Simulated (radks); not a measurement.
Question: Coherent X-ray form factor from a spherical all-electron density. Method: Dirac Kohn-Sham, exchange-only PBE, spin-unpolarised, spherical densities, finite nucleus; Fermi nuclear charge, rms radius of each element as measured or else 0.836 A^(1/3) + 0.57 fm; computed with a radial shooting solver on a logarithmic mesh with Libxc functionals.

| sin(theta)/lambda (1/angstrom) | f0 (electrons) |
|---|---|
| 0.05 | 24.959 |
| 0.1 | 24.835 |
| 0.15 | 24.630 |
| 0.2 | 24.348 |
| 0.25 | 23.992 |
| 0.3 | 23.567 |
| 0.4 | 22.534 |
| 0.5 | 21.303 |
| 0.6 | 19.932 |
| 0.8 | 17.007 |
| 1 | 14.180 |
| 1.25 | 11.193 |
| 1.5 | 8.986 |
| 2 | 6.502 |

The species is in the configuration that NIST lists as its ground one. Which atom or ion scatters so?

Answer: The palladium ion Pd21+, [Ar] 3d7. Extrapolating in s^2 from the first two rows gives f0(0) = 25.0, near the electron count 25; among species with that count, the fall with angle is slower the higher Z, and the table is that of Z = 46; from so few rows the species is fixed only to a neighbour or two.
